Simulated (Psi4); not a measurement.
acetonitrile (C$_{2}$H$_{3}$N), singlet, geometry from GFN2-xTB; CAM-B3LYP/def2-TZVPD run with Psi4.

Here is a job for Psi4.
```
memory 2 GB

molecule mol {
0 1
C    -0.014757    0.011163   -1.162762
C     0.003475   -0.002628    0.273792
N     0.017974   -0.013596    1.416241
H    -0.009997    1.041350   -1.516885
H     0.865048   -0.506705   -1.542852
H    -0.913176   -0.490678   -1.520130
}

set {
  basis def2-tzvpd
  reference rks
  s_orthogonalization symmetric
}

energy('cam-b3lyp')
print_variables()
```

It wrote (shortened):

```
   => Loading Basis Set <=

    Name: DEF2-TZVPD
    Role: ORBITAL
    Keyword: BASIS

         ---------------------------------------------------------
                                   SCF
               by Justin Turney, Rob Parrish, Andy Simmonett
                          and Daniel G. A. Smith
                              RKS Reference
         ---------------------------------------------------------

  ==> Geometry <==

    Molecular point group: c1
    Full point group: C1

    Geometry (in Angstrom), charge = 0, multiplicity = 1:

       Center              X                  Y                   Z               Mass
    ------------   -----------------  -----------------  -----------------  -----------------
         C           -0.016164074770     0.012227061003    -1.273626379868    12.000000000000
         C            0.002067925230    -0.001563938997     0.162927620132    12.000000000000
         N            0.016566925230    -0.012531938997     1.305376620132    14.003074004430
         H           -0.011404074770     1.042414061003    -1.627749379868     1.007825032230
         H            0.863640925230    -0.505640938997    -1.653716379868     1.007825032230
         H           -0.914583074770    -0.489613938997    -1.630994379868     1.007825032230

  Running in c1 symmetry.

  Rotational constants: A =      5.28850  B =      0.31593  C =      0.31593 [cm^-1]
  Rotational constants: A = 158545.18768  B =   9471.24045  C =   9471.24029 [MHz]
  Nuclear repulsion =   59.124698271185686

  Charge       = 0
  Multiplicity = 1
  Electrons    = 22
  Nalpha       = 11
  Nbeta        = 11

  ==> Algorithm <==

  SCF Algorithm Type is DF.
  DIIS enabled.
  MOM disabled.
  Fractional occupation disabled.
  Guess Type is SAD.
  Energy threshold   = 1.00e-06
  Density threshold  = 1.00e-06
  Integral threshold = 1.00e-12

  ==> Primary Basis <==

  Basis Set: DEF2-TZVPD
    Blend: DEF2-TZVPD
    Number of shells: 54
    Number of basis functions: 138
    Number of Cartesian functions: 156
    Spherical Harmonics?: true
    Max angular momentum: 3

  ==> DFT Potential <==

   => LibXC <=

    Version 7.1.2
    S. Lehtola, C. Steigemann, M. J. T. Oliveira, and M. A. L. Marques,  SoftwareX 7, 1–5 (2018) (10.1016/j.softx.2017.11.002)

   => Composite Functional: CAM-B3LYP <=

    CAM-B3LYP Hyb-GGA Exchange-Correlation Functional

    T. Yanai, D. P. Tew, and N. C. Handy,  Chem. Phys. Lett. 393, 51 (2004) (10.1016/j.cplett.2004.06.011)

    Deriv               =              1
    GGA                 =           TRUE
    Meta                =          FALSE

    Exchange Hybrid     =           TRUE
    MP2 Hybrid          =          FALSE

   => Exchange Functionals <=

    0.3500         Becke 88 [omega = 0.3300]
    0.4600   Short-range recipe for B88 functional - erf [omega = 0.3300]

   => Exact (HF) Exchange <=

    0.4600            HF,LR [omega = 0.3300]
    0.1900               HF

   => Correlation Functionals <=

    0.1900   Vosko, Wilk & Nusair (VWN5)
    0.8100   Lee, Yang & Parr

   => LibXC Density Thresholds  <==

    XC_HYB_GGA_XC_CAM_B3LYP:  1.00E-14

   => Molecular Quadrature <=

    Radial Scheme          =       TREUTLER
    Pruning Scheme         =           NONE
    Nuclear Scheme         =       TREUTLER

    Blocking Scheme        =         OCTREE
    BS radius alpha        =              1
    Pruning alpha          =              1
    Radial Points          =             75
    Spherical Points       =            302
    Total Points           =         131415
    Total Blocks           =           1037
    Max Points             =            256
    Max Functions          =            137
    Weights Tolerance      =       1.00E-15

   => Loading Basis Set <=

    Name: (DEF2-TZVPD AUX)
    Role: JKFIT
    Keyword: DF_BASIS_SCF

  ==> Integral Setup <==

  SCF_SUBTYPE=INCORE selected. In-core MEM_DF algorithm will be used.
  Using in-core AOs.

  ==> MemDFJK: Density-Fitted J/K Matrices <==

    J tasked:                   Yes
    K tasked:                   Yes
    wK tasked:                  Yes
    Omega:                3.300E-01
    Algorithm:                 Core
    Schwarz Cutoff:           1E-12
    Mask sparsity (%):       0.2520
    Fitting Condition:        1E-10

   => Auxiliary Basis Set <=

  Basis Set: (DEF2-TZVPD AUX)
    Blend: DEF2-UNIVERSAL-JKFIT
    Number of shells: 93
    Number of basis functions: 281
    Number of Cartesian functions: 331
    Spherical Harmonics?: true
    Max angular momentum: 4

    Using symmetric orthogonalization.
  Minimum eigenvalue in the overlap matrix is 1.1246124188E-05.
  Reciprocal condition number of the overlap matrix is 1.1163846189E-06.

  ==> Pre-Iterations <==

  SCF Guess: Superposition of Atomic Densities via on-the-fly atomic UHF (no occupation information).

   -------------------------
    Irrep   Nso     Nmo
   -------------------------
     A        138     138
   -------------------------
    Total     138     138
   -------------------------

  ==> Iterations <==

                           Total Energy        Delta E     RMS |[F,P]|

   @DF-RKS iter SAD:  -131.95723202640198   -1.31957e+02   0.00000e+00
   @DF-RKS iter   1:  -132.53300620782895   -5.75774e-01   4.89945e-03 ADIIS/DIIS
   @DF-RKS iter   2:  -132.53859349310213   -5.58729e-03   4.87580e-03 ADIIS/DIIS
   @DF-RKS iter   3:  -132.71800730674755   -1.79414e-01   1.53244e-03 ADIIS/DIIS
   @DF-RKS iter   4:  -132.73646325987303   -1.84560e-02   1.72936e-04 ADIIS/DIIS
   @DF-RKS iter   5:  -132.73672973241744   -2.66473e-04   3.50363e-05 DIIS
   @DF-RKS iter   6:  -132.73673977018410   -1.00378e-05   8.83786e-06 DIIS
   @DF-RKS iter   7:  -132.73674063882578   -8.68642e-07   8.48047e-07 DIIS
  Energy and wave function converged.

  ==> Post-Iterations <==

   Electrons on quadrature grid:
      Ntotal   =   21.9999990371 ; deviation = -9.629e-07

    Orbital Energies [Eh]
    ---------------------

    Doubly Occupied:

[...]
    Virtual:

[...]
     138A     32.453200

    Final Occupation by Irrep:
              A
    DOCC [    11 ]
    NA   [    11 ]
    NB   [    11 ]

  @DF-RKS Final Energy:  -132.73674063882578

   => Energetics <=

    Nuclear Repulsion Energy =             59.1246982711856859
    One-Electron Energy =                -294.8999872710480190
    Two-Electron Energy =                 116.6691977414772481
    DFT Exchange-Correlation Energy =     -13.6306493804406728
    Empirical Dispersion Energy =           0.0000000000000000
    VV10 Nonlocal Energy =                  0.0000000000000000
    Total Energy =                       -132.7367406388257791

Computation Completed

Properties will be evaluated at   0.000000,   0.000000,   0.000000 [a0]

Properties computed using the SCF density matrix

 Multipole Moments:

 ------------------------------------------------------------------------------------
     Multipole            Electronic (a.u.)      Nuclear  (a.u.)        Total (a.u.)
 ------------------------------------------------------------------------------------

 L = 1.  Multiply by 2.5417464519 to convert [e a0] to [Debye]
 Dipole X            :          0.0382400           -0.0584958           -0.0202558
 Dipole Y            :         -0.0289257            0.0442467            0.0153210
 Dipole Z            :          3.0131963           -4.6090729           -1.5958767
 Magnitude           :                                                    1.5960788

 ------------------------------------------------------------------------------------

  Variable Map:
  ----------------------------------------------------------------------------
[...]
  Array Variable Map:
  ----------------------------------------------------------------------------
[...]
[...]
```
